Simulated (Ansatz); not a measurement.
`C=C(O)[SiH2]O` → `CC(=O)O[SiH3]`  (isomerisation)

Computed with Ansatz on PBE0-D4/def2-TZVP structures; ΔE is electronic, products minus reactants. CCSD(T)/CBS is the MP2 limit (def2-TZVPP, def2-QZVPP) plus CCSD(T) − MP2 in def2-TZVPP, frozen cores. DFT in def2-TZVPP. B3LYP here is the variant with VWN-RPA as its local correlation; programs differ in this. HSE06 is defined as in plane-wave codes. Each species was taken in one conformer, which may not be the lowest.

(1) Is it downhill or uphill in electronic energy at CCSD(T)/CBS, and by how much? (An estimate is asked.)

(2) What do these levels give: PBE-D4, HSE06-D4, revPBE, PBE0, B3LYP, r2SCANh, r2SCAN0, HSE06, BHLYP, LC-ωPBE, HF/def2-TZVPP, CCSD(T)/def2-TZVPP? (Estimate.)

Largest T1 diagnostic among the species: 0.014.

Answers

(1) The calculation gave: Downhill: ΔE = -61.9 kJ/mol.

(2) The calculation gave: PBE-D4 -71.4, HSE06-D4 -71.6, revPBE -73.0, PBE0 -72.7, B3LYP -72.2, r2SCANh -75.6, r2SCAN0 -74.8, HSE06 -72.3, BHLYP -75.4, LC-ωPBE -80.7, HF/def2-TZVPP -88.9, CCSD(T)/def2-TZVPP -70.0 kJ/mol.

At CCSD(T), def2-SVP lies −47.7 kJ/mol from the extrapolated value and def2-TZVPP −8.1 kJ/mol. In def2-TZVPP, CCSD(T) changes the Hartree–Fock value by +18.9 kJ/mol (the triples alone add +0.2 kJ/mol) and MP2 by +20.2 kJ/mol. From BLYP to BHLYP (50 % exact exchange), in def2-TZVPP and without D4, ΔE moves by −3.6 kJ/mol.
